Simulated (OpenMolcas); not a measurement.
C, Si, Ge, Sn, Pb: ns2 np2 down the group

| Property | Result |
| --- | --- |
| Program | OpenMolcas 26.06 |
| Method | SS-CASPT2, IPEA 0.25 Eh, imaginary shift 0.1 Eh |
| Basis | ANO-R2 |
| Scalar Hamiltonian | X2C, finite nucleus |
| Spin-orbit coupling | state interaction with AMFI integrals over the reference wave functions, term energies averaged over their components |

Active space for each ion: 4 electrons in 4 orbitals (s p); closed shells correlated by CASPT2: C 1s; Si 2s 2p; Ge 3d; Sn 4d; Pb 5d.

Computed levels in cm-1 above 3P0:

| Level | C | Si | Ge | Sn | Pb |
| --- | --- | --- | --- | --- | --- |
| 3P1 | 14.9 | 66.5 | 491 | 1455 | 6700 |
| 3P2 | 44.4 | 194 | 1253 | 3070 | 9780 |
| 1D2 | 10020 | 6230 | 7280 | 8740 | 19380 |
| 1S0 | 20280 | 14930 | 16710 | 18300 | 28770 |
| weight of 3P in the lowest level (%) | 100 | 100 | 100 | 97 | 88 |

Mixed levels, with the weight of the term that names them: Pb 3P2 (64 %), Pb 1D2 (64 %).

Measured, with the error of the calculation in %. Measured levels: C, Si, Ge, Sn, Pb from NIST Handbook of Basic Atomic Spectroscopic Data.

```csv
Level,C,Si,Ge,Sn,Pb
3P1,16.4 (-9.5),77.1 (-13.7),557 (-11.8),1692 (-14.0),7819 (-14.3)
3P2,43.4 (+2.2),223 (-13.2),1410 (-11.1),3428 (-10.4),10650 (-8.1)
1D2,10193 (-1.7),6299 (-1.1),7125 (+2.2),8613 (+1.4),21458 (-9.7)
1S0,21648 (-6.3),15394 (-3.0),16367 (+2.1),17162 (+6.6),29467 (-2.4)
```

The fine-structure level 3P2 changes by a factor of 220 from C to Pb.

Without spin-orbit coupling 1D lies 9990, 6100, 6330, 5920, 5960 cm-1 above 3P in that order; the difference to the level 1D2, of either sign, comes from spin-orbit coupling, which also lowers the zero.

CASPT2 does not keep the components of a term degenerate, so their means are used; among the terms shown or strongly mixed into the levels shown the widest spread is 15 cm-1 (3s2 3p2 1D, Si). Over all roots computed the reference weight is 0.87 to 0.97 in Si, 0.88 to 0.95 in Ge, 0.87 to 0.93 in Sn; the roots of lowest weight are the least certain, and an intruder state may touch them. Some high roots are left out of the spin-orbit mixing, which shifts the levels that they would mix with (holds for Pb). Measured partners are found by configuration, term and J. A level has none where our copy of the source lacks it or the pairing is in doubt (some pairs that miss far off the trend of their configuration count as doubtful), and it then counts in no deviation. Where the source uses jj or jK labels, the order within each J decides. Only configurations of the active space appear.
